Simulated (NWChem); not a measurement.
Species: BSiH3ClF; SMILES [SiH3]B(F)Cl

### Question
Give the equilibrium geometry at PBE0/def2-SVP (NWChem) as a Z-matrix, with the point group.

### Answer
point group C1; any orientation.
```
Si
H 1 1.4941
H 1 1.4953 2 109.39
H 1 1.4962 2 109.13 3 -118.23
B 1 2.0317 2 112.05 4 -120.45
F 5 1.3168 1 122.96 2 5.08
Cl 5 1.7583 6 116.89 1 -179.50
```
